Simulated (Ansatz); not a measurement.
Ansatz (a quantum-chemistry and plane-wave program) input (B3LYP-D3(BJ)/def2-TZVP):

Ansatz 0.2 input:
```yaml
crystal:
  periodic: [false, false, false]
  atoms:
    - {symbol: Si, position_ang: [0.70357609, -0.22500287, -0.09329820]}
    - {symbol: C, position_ang: [-1.32277618, 0.04939852, -0.07202021]}
    - {symbol: O, position_ang: [0.73597338, -1.51301470, -0.92454034]}
    - {symbol: O, position_ang: [1.19702909, 1.23098457, -0.61537071]}
    - {symbol: O, position_ang: [1.03125529, -0.13373456, 1.49395149]}
    - {symbol: H, position_ang: [-1.74003862, -0.82756217, 0.39032522]}
    - {symbol: H, position_ang: [-1.62200078, 0.15955714, -1.09929266]}
    - {symbol: H, position_ang: [-1.43354878, 0.94604921, 0.51350339]}
    - {symbol: H, position_ang: [1.35273451, 1.33742534, -1.54873901]}
    - {symbol: H, position_ang: [1.10587545, -0.94956929, 1.97918756]}
basis:
  gaussian:
    orbitals: def2-TZVP
hamiltonian:
  xc: b3lyp
  dispersion: d3bj
magnetization: {spin_polarized: true, initial_magnetization: 1}
relax: {f_tol: 0.002, max_steps: 150}
```

End of the output:

```
mean field -15143.54431027 eV, -556.5149887395 hartree, gradient 4.4e-6 eV, S^2 0.753547; 3 other end points of the search recorded, 0 dependent functions left out
the calculation of the forces begins
reference -15143.54455946 eV, -556.5149978969 hartree; 25, 24 occupied and 166, 167 virtual orbitals, 1114 factors
Total energy: -15143.87754027 eV, -556.5272347162 hartree
Atom 0 at     0.581757    -0.097197    -0.020759 Å, force    -0.001601     0.000456     0.000204 eV/Å
Atom 1 at    -1.282938     0.036921    -0.076536 Å, force    -0.000994     0.000993     0.000664 eV/Å
Atom 2 at     0.799521    -1.486941    -0.904127 Å, force     0.000037     0.000240    -0.000079 eV/Å
Atom 3 at     1.351120     1.204435    -0.643477 Å, force     0.000281     0.000222    -0.001497 eV/Å
Atom 4 at     1.188229    -0.182891     1.495422 Å, force     0.000371    -0.001944     0.000346 eV/Å
Atom 5 at    -1.768678    -0.822382     0.385223 Å, force     0.000335    -0.001100     0.000110 eV/Å
Atom 6 at    -1.655103     0.141500    -1.095438 Å, force     0.000417    -0.000445    -0.000970 eV/Å
Atom 7 at    -1.550538     0.935248     0.487831 Å, force     0.000748     0.000171     0.000100 eV/Å
Atom 8 at     1.301943     1.339662    -1.592629 Å, force     0.000232    -0.000404     0.001728 eV/Å
Atom 9 at     1.042767    -0.993824     1.988196 Å, force     0.000175     0.001811    -0.000605 eV/Å
Dipole moment:    -0.376428    -0.004979    -0.033265 e Å
```

It need not be the lowest isomer of its formula.
